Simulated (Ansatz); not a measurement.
Geometry optimisation, Ansatz 0.2.0, RKS PBE0-D4/def2-SVP.

The input (input.yaml):

```yaml
crystal:
  periodic: [false, false, false]
  atoms:
    - { symbol: W, position_ang: [0.263156, 0.291901, -0.281073] }
    - { symbol: F, position_ang: [-0.50435, 0.347139, 2.66719] }
    - { symbol: F, position_ang: [1.984164, -0.186018, -1.014948] }
    - { symbol: H, position_ang: [-0.417632, 1.710713, 0.342279] }
    - { symbol: F, position_ang: [-1.489288, -0.261156, -0.061013] }
    - { symbol: H, position_ang: [0.488374, -1.161078, 0.558957] }
    - { symbol: O, position_ang: [-0.091558, 0.467697, -2.109908] }
    - { symbol: H, position_ang: [0.622737, 0.451119, -2.760764] }
    - { symbol: O, position_ang: [1.535541, 1.068434, 0.941806] }
    - { symbol: H, position_ang: [2.428114, 0.727918, 0.775902] }
    - { symbol: H, position_ang: [0.260443, 0.86343, 2.727172] }
basis:
  gaussian: { orbitals: def2-SVP }
hamiltonian:
  xc: pbe0
  dispersion: d4
relax:
  f_tol: 0.03
  max_steps: 50
```

Command:

```bash
$ ansatz run input.yaml --threads 4 --pin off --max-ram 5120MiB --backend cpu --events-out ev --progress --plain --runs-dir out
```

**Question.** Where does it end, and by what steps?

**Answer.** It converged. After 9 steps the energy has fallen by 0.092 eV; H11 moved furthest, 0.43 Å.

```
step  energy less start (eV)  largest force component (eV/Å)  accepted
   0                  0.0000                           0.392       yes
   1                 -0.0558                           0.219       yes
   2                 -0.0823                           0.277       yes
   3                 -0.0830                           0.597       yes
   4                 -0.0897                           0.078       yes
   5                 -0.0909                           0.062       yes
   6                 -0.0915                           0.111       yes
   7                 -0.0916                           0.105       yes
   8                 -0.0914                           0.180        no
   9                 -0.0921                           0.015       yes
```

```xyz
11
Properties=species:S:1:pos:R:3
W 0.224 0.284 -0.195
F -0.398 0.354 2.393
F 1.956 -0.175 -0.910
H -0.466 1.717 0.370
F -1.539 -0.265 -0.071
H 0.424 -1.179 0.636
O -0.104 0.463 -2.029
H 0.636 0.479 -2.650
O 1.499 1.080 1.030
H 2.404 0.779 0.860
H 0.443 0.783 2.351
```

Whether the end is a true minimum wasn't checked by a vibrational analysis.

The run took 47 s on 4 threads of AMD EPYC 7R43 64-Core Processor (Zen 3) (shared host), peak memory 0.33 GiB.
